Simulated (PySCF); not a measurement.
Computed IR spectrum (relative IR intensity) of a molecule CH4F2Si. Coordinates come from a PBE-D3(BJ)/def2-SVP optimisation. One conformer was computed; it need not be the lowest. These are PBE-D3(BJ)/def2-SVP (PySCF 2.14.0) values and carry that method's errors. Frequencies are harmonic and unscaled.

ν (cm⁻¹): 263 (w), 319 (w), 648 (vw), 746 (s), 818 (vw), 822 (vw), 905 (vs), 956 (vs), 1228 (m), 1375 (vw), 2219 (s) (against the strongest line: vs over 80 %, s over 45 %, m over 15 %, w over 4 %, vw less)

### Question
Which molecule gave these data?
A) C[SiH](F)F
B) FC[SiH2]F
C) FC(F)[SiH3]

### Answer
A, C[SiH](F)F
